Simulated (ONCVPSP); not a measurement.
N: variants of one ONCV potential

Base potential:

```
Element                 : N (Z = 7)
Generator               : ONCVPSP 4.0.1
Type                    : optimised norm-conserving Vanderbilt (ONCV)
Functional              : Wu-Cohen
Relativity              : scalar-relativistic
Frozen core             : [He]
Valence charge          : 5
Reference configuration : 2s2 2p3
Partial waves           : 2s: rc 0.70 bohr, ncon 4, nbas 9, qcut 8.1 1/bohr, 2 projectors, debl 0.3 Ha; 2p: rc 2.25 bohr, ncon 5, nbas 10, qcut 5.9 1/bohr, 2 projectors, debl 1.6 Ha; d scattering state at 0.29 Ha: rc 2.15 bohr, ncon 3, nbas 6, qcut 4.5 1/bohr, 2 projectors, debl 2.5 Ha
Local potential         : polynomial inside 0.70 bohr (lpopt 3, dvloc0 -1 Ha)
Core correction         : Teter function, fcfact 4.75, rcfact 1.8
```

In the s channel the program set the typed energies aside and used -0.679, 0.250 Ha.

Cutoffs, loose and tight: the cutoffs (Ha) at which the residual kinetic energy of the hardest occupied pseudo-wave falls to 1 and 0.1 mHa per electron. They do not see the model core or the augmentation charge, which bear on the density cutoff. Test errors are all-electron minus pseudo excitation energies from the reference, over the configurations 2s2 2p2; 2s2 2p1; 2s2 2p0; 2s1 2p4. A dash means not determined; rows that change the core or the reference have their own tests.

A true bound ghost makes a file unfit for plane-wave use even where its test errors are small: the radial tests pick states by their node count and pass the ghost by.

| change | outcome | cutoff, loose | cutoff, tight | bound ghosts | GHOST(+) flags above zero | largest test error (meV) |
| --- | --- | --- | --- | --- | --- | --- |
| base | generated, projector energies reset by the program | 41 Ha | 443 Ha | s, d | none | +2357 |
| core correction Teter function, fcfact 4.75, rcfact 0.98 | generated, projector energies reset by the program | 41 Ha | 443 Ha | s, d | none | +2416 |
| core correction Teter function, fcfact 4.75, rcfact 1.12 | generated, projector energies reset by the program | 41 Ha | 443 Ha | s, d | none | +2416 |
| core correction Teter function, fcfact 4.75, rcfact 1.2 | generated, projector energies reset by the program | 41 Ha | 443 Ha | s, d | none | +2416 |
| core correction Teter function, fcfact 4.75, rcfact 1.3 | generated, projector energies reset by the program | 41 Ha | 443 Ha | s, d | none | +2414 |
| core correction Teter function, fcfact 4.75, rcfact 1.48 | generated, projector energies reset by the program | 41 Ha | 443 Ha | s, d | none | +2411 |
| core correction Teter function, fcfact 4.75, rcfact 1.56 | generated, projector energies reset by the program | 41 Ha | 443 Ha | s, d | none | +2403 |
| core correction Teter function, fcfact 4.75, rcfact 1.66 | generated, projector energies reset by the program | 41 Ha | 443 Ha | s, d | none | +2389 |
| core correction Teter function, fcfact 4.75, rcfact 1.78 | generated, projector energies reset by the program | 41 Ha | 443 Ha | s, d | none | +2362 |
| core correction Teter function, fcfact 4.75, rcfact 1.92 | generated, projector energies reset by the program | 41 Ha | 443 Ha | s, d | none | +2321 |
| core correction Teter function, fcfact 4.75, rcfact 2 | generated, projector energies reset by the program | 41 Ha | 443 Ha | s, d | none | +2291 |

Reading the sweep of the rcfact (base included, trends over the rows without a ghost): Bound ghosts are found at 0.98, 1.12, 1.2, 1.3, 1.48, 1.56, 1.66, 1.78, 1.8, 1.92, 2. Every judged row has one, so this setting neither creates nor removes them.
